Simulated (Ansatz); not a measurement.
Two isomers of C2H6OSeSi: A = `C[SiH2][Se]C=O`, B = `O=CC([SiH3])[SeH]`.

Gas-phase electronic energies from Ansatz, PBE0-D4/def2-TZVP geometries. CBS: MP2 limit from def2 TZ/QZ plus the TZ coupled-cluster correction, frozen cores. Functionals use def2-TZVPP. B3LYP here is the variant with VWN-RPA as its local correlation; programs differ in this. For Se outer-core shells are correlated without core-valence functions, which leaves a few kJ/mol of doubt a bond. Scalar relativity is left out up to krypton. Each species was taken in one conformer, which may not be the lowest.

**Question.** Which isomer does CCSD(T)/CBS put lower? Give the gap. (Estimate.)

**Answer.** Ansatz gave: A, by 27.8 kcal/mol.

**Question.** Give E(B) − E(A) in kcal/mol with PBE-D4, r2SCAN-D4, B3LYP-D4, HF/def2-TZVPP, PBE0-D4, CCSD/def2-TZVPP, B2PLYP. (An estimate is asked.)

**Answer.** The calculation gave: PBE-D4 30.7, r2SCAN-D4 31.2, B3LYP-D4 29.3, HF/def2-TZVPP 27.4, PBE0-D4 29.5, CCSD/def2-TZVPP 26.3, B2PLYP 29.4. None reverses the order clearly.

Largest T1 diagnostic: 0.014.

From PBE to PBE0 (25 % exact exchange), in def2-TZVPP and without D4, E(B) − E(A) moves by −1.4 kcal/mol. The D4 term adds −1.3 kcal/mol with B3LYP and −0.6 kcal/mol with PBE0; it sums over pairs of atoms, weighted by their polarisabilities, and B3LYP, whose exchange is more repulsive, gets the larger term.
